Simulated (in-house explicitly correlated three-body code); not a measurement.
Values are calculated unless marked as measured or tabulated.
## Two electrons around a charge Z: functional-driven and density-driven errors

The exact non-relativistic ground state comes from a variational code in 260 exponentially correlated functions, the Kohn-Sham parts from inverting its density (past Z = 6 the correlation energy is taken as exact minus Hartree-Fock, equal to within microhartrees), and self-consistent runs (Hartree-Fock is restricted) from a B-spline radial code. Z may be fractional; the second electron is bound down to Z = 0.911.

The total error of a self-consistent run is the error on the exact density (functional-driven) plus the energy gained by relaxing to the functional's own density (density-driven, never positive). «Unbound» marks a run whose level isn't bound or that didn't converge.

```tsv
Z	OLYP functional (mEh)	OLYP density (mEh)	M06-L functional (mEh)	M06-L density (mEh)	r2SCAN functional (mEh)	r2SCAN density (mEh)
0.915	-1.91	unbound	+5.25	unbound	+2.26	unbound
1.105	-1.77	unbound	+0.72	unbound	+0.23	unbound
1.245	?	?	?	?	?	?
1.5	?	?	?	?	?	?
1.88	-2.67	-1.32	-8.69	-2.27	-0.90	-0.24
2.16	-2.32	-1.37	-11.75	-2.30	-1.07	-0.26
2.52	-1.56	-1.42	-15.57	-2.29	-1.24	-0.28
2.92	-0.47	-1.44	-19.70	-2.28	-1.38	-0.29
3.68	+2.04	-1.46	-27.27	-2.28	-1.61	-0.30
4.4	+4.68	-1.45	-34.18	-2.30	-1.77	-0.31
4.9	+6.59	-1.44	-38.85	-2.31	-1.86	-0.31
6	+10.91	-1.41	-48.84	-2.33	-2.02	-0.31
```

Question: What belongs in the row Z = 1.5?

Answer: OLYP functional (mEh): -2.66; OLYP density (mEh): -1.24; M06-L functional (mEh): -4.36; M06-L density (mEh): -2.30; r2SCAN functional (mEh): -0.58; r2SCAN density (mEh): -0.19.

Question: What belongs in the row Z = 1.245?

Answer: OLYP functional (mEh): -2.20; OLYP density (mEh): -1.27; M06-L functional (mEh): -1.22; M06-L density (mEh): -2.27; r2SCAN functional (mEh): -0.19; r2SCAN density (mEh): -0.15.

Question: Which part of the error is larger?

Answer: OLYP: functional-driven +10.91, density-driven -1.41 mEh at Z = 6; M06-L: functional-driven -48.84, density-driven -2.33 mEh at Z = 6; r2SCAN: functional-driven -2.02, density-driven -0.31 mEh at Z = 6. The density-driven part is second order in the error of the density, so it stays small unless the second electron is loosely bound.
